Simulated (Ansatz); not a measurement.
Cost and result for the atomization energy of C2H5NSSn (10 atoms, 9 bonds).

```tsv
atom	x (Å)	y (Å)	z (Å)
S1	-0.927	-2.049	1.137
C2	0.333	-1.213	1.730
Sn3	0.981	0.842	1.180
C4	-0.692	1.097	-1.638
N5	-0.370	0.473	-0.593
H6	0.864	-1.684	2.565
H7	2.333	0.196	0.237
H8	-1.435	0.709	-2.336
H9	-0.225	2.053	-1.871
H10	-0.862	-0.424	-0.412
```

The species carries charge 0 and has multiplicity 1. Correlated methods include outer-core shells of Sn, which these sets cover unevenly. Sn takes the def2 core potential. The bonds changed during the relaxation, so this is another structure than the one it started from. The geometry is a stationary point of PBE0-D4/def2-TZVP. It is one conformer, not always the lowest. Program: Ansatz. All runs use 4 threads of an Arm Neoverse V2 on a shared host. Times are those of one run each, without the atoms' runs, and a repeat can differ threefold. Electronic energies, without spin–orbit coupling; frozen cores. CCSD(T)/CBS adds CCSD(T) − MP2 in def2-TZVPP to the MP2 limit, and its time is that of the two runs behind it. T1 = 0.018; the RHF reference is unstable towards UHF. With those shells the extrapolation isn't a true limit. HSE06 is the plane-wave form, built on full-range PBE exchange.

CCSD(T)/CBS is a level of theory with its own doubt, some kJ/mol a heavy atom from the limit and from the frozen cores, so smaller differences don't rank the functionals.

```json
{"level": "BLYP-D4/def2-TZVPP", "functions": "255", "wall time": "2.8 s", "atomization (kJ/mol)": "3434.9", "difference from CCSD(T)/CBS": "41.6", "per bond": "4.6"}
{"level": "revPBE-D4/def2-TZVPP", "functions": "255", "wall time": "2.9 s", "atomization (kJ/mol)": "3410.4", "difference from CCSD(T)/CBS": "17.1", "per bond": "1.9"}
{"level": "PBE0-D4/def2-TZVPP", "functions": "255", "wall time": "4 s", "atomization (kJ/mol)": "3394.4", "difference from CCSD(T)/CBS": "1.1", "per bond": "0.1"}
{"level": "BHLYP-D4/def2-TZVPP", "functions": "255", "wall time": "4.4 s", "atomization (kJ/mol)": "3252.9", "difference from CCSD(T)/CBS": "-140.4", "per bond": "-15.6"}
{"level": "HSE06-D4/def2-TZVPP", "functions": "255", "wall time": "4.5 s", "atomization (kJ/mol)": "3397.2", "difference from CCSD(T)/CBS": "3.9", "per bond": "0.4"}
{"level": "CAM-B3LYP-D4/def2-TZVPP", "functions": "255", "wall time": "4.8 s", "atomization (kJ/mol)": "3387.3", "difference from CCSD(T)/CBS": "-6.0", "per bond": "-0.7"}
{"level": "r2SCAN-D4/def2-TZVPP (with forces)", "functions": "255", "wall time": "6.5 s", "atomization (kJ/mol)": "3388.2", "difference from CCSD(T)/CBS": "-5.1", "per bond": "-0.6"}
{"level": "r2SCANh-D4/def2-TZVPP", "functions": "255", "wall time": "7.5 s", "atomization (kJ/mol)": "3352.3", "difference from CCSD(T)/CBS": "-41.0", "per bond": "-4.6"}
{"level": "PBE-QIDH/def2-TZVPP", "functions": "255", "wall time": "9 s", "atomization (kJ/mol)": "3334.4", "difference from CCSD(T)/CBS": "-58.9", "per bond": "-6.5"}
{"level": "CCSD(T)/def2-SVP", "functions": "111", "wall time": "11 s", "atomization (kJ/mol)": "3153.3", "difference from CCSD(T)/CBS": "-240.0", "per bond": "-26.7"}
{"level": "MP2/def2-QZVPP", "functions": "473", "wall time": "36 s", "atomization (kJ/mol)": "3387.3", "difference from CCSD(T)/CBS": "-6.0", "per bond": "-0.7"}
{"level": "CCSD(T)/def2-TZVPP", "functions": "255", "wall time": "5.1 min", "atomization (kJ/mol)": "3280.2", "difference from CCSD(T)/CBS": "-113.1", "per bond": "-12.6"}
{"level": "CCSD(T)/CBS(def2)", "functions": "–", "wall time": "5.7 min", "atomization (kJ/mol)": "3393.3", "difference from CCSD(T)/CBS": "0.0", "per bond": "0.0"}
```

In def2-TZVPP, CCSD(T) changes the Hartree–Fock value by +1045.5 kJ/mol (the triples alone add +82.2 kJ/mol) and MP2 by +1085.7 kJ/mol; breaking electron pairs costs correlation energy, which Hartree–Fock lacks. Leaving LDA and LC-ωPBE aside and taking each functional with its dispersion term where it has one, the values, not all of them listed here, spread over 252.7 kJ/mol, from BHLYP-D4 to PBE-D4. LDA lies +487.0 kJ/mol from PBE without D4, its usual overbinding. From BLYP to BHLYP (50 % exact exchange), in def2-TZVPP and without D4, the atomization energy moves by −160.4 kJ/mol: exact exchange takes away binding that semilocal exchange gives to molecules.

Spin–orbit coupling would lower the free Sn atoms strongly, and the atomization energy with them, by more than many differences here. For some Ge, Se and Sn compounds the MP2-based and the directly extrapolated limit differ by 10 to 25 kJ/mol.
